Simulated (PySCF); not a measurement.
## Te: interval between two levels

Te [Kr] 4d10 5s2 5p4 [3P2, M_J = 2] → Te [Kr] 4d10 5s1 5p4 6s1 [5P3, M_J = 3], as a difference of total energies. Computed with PySCF 2.14 in x2c-TZVPall-2c with one added diffuse shell each of s, p, d, f type (9s10p6d3f, 90 functions), with the two-component X2C-1e Hamiltonian. Correlated levels: [Ar] 3d10 frozen; the 6 highest virtual spinors dropped. "Screened" scales the spin-orbit matrix elements by Boettger's factors to mimic the two-electron term; Breit and QED terms are absent.

```json
{"method": "GHF (spin-free)", "interval between two levels (cm⁻¹)": "115130"}
{"method": "GMP2 (spin-free)", "interval between two levels (cm⁻¹)": "119650"}
{"method": "GHF (screened spin-orbit)", "interval between two levels (cm⁻¹)": "115420"}
{"method": "GMP2 (screened spin-orbit)", "interval between two levels (cm⁻¹)": "119720"}
```

The labels give the starting determinants; with spin-orbit coupling the two ends relaxed to ⟨J²⟩ = 6.03, ⟨L²⟩ = 2.29, ⟨S²⟩ = 1.90 and ⟨J²⟩ = 12.13, ⟨L²⟩ = 2.16, ⟨S²⟩ = 5.99.

The promoted electron is Rydberg-like, and one or two diffuse shells describe it only roughly, which tends to raise the upper state.
